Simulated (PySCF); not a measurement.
H3Si2, neutral, multiplicity 2. Atoms are numbered in the order given.

```xyz
5

Si     0.1016     1.2218     0.0000
Si     0.0003    -1.0358     0.0000
H     -1.4194     1.2228     0.0000
H     -1.2036    -1.9075     0.0000
H      1.1954    -1.9193     0.0000
```
Charge 0, spin multiplicity 2.

The structure is a stationary point at ωB97X-D3(BJ)/def2-TZVP. The isomer is the one that the SMILES or the coordinates give; other isomers of the formula were not compared.

Computed with SMD-B3LYP/6-31G* run with PySCF.

Solvation free energies are E(SMD) − E(gas) at the gas-phase geometry, for 1 M in both phases. In vacuum the dipole moment is 1.18 D.

Question: Rank water, acetone, N,N-dimethylformamide by solvation free energy, most negative first.

Answer: acetone (-1.9 kcal/mol), N,N-dimethylformamide (-1.4 kcal/mol), water (0.3 kcal/mol)
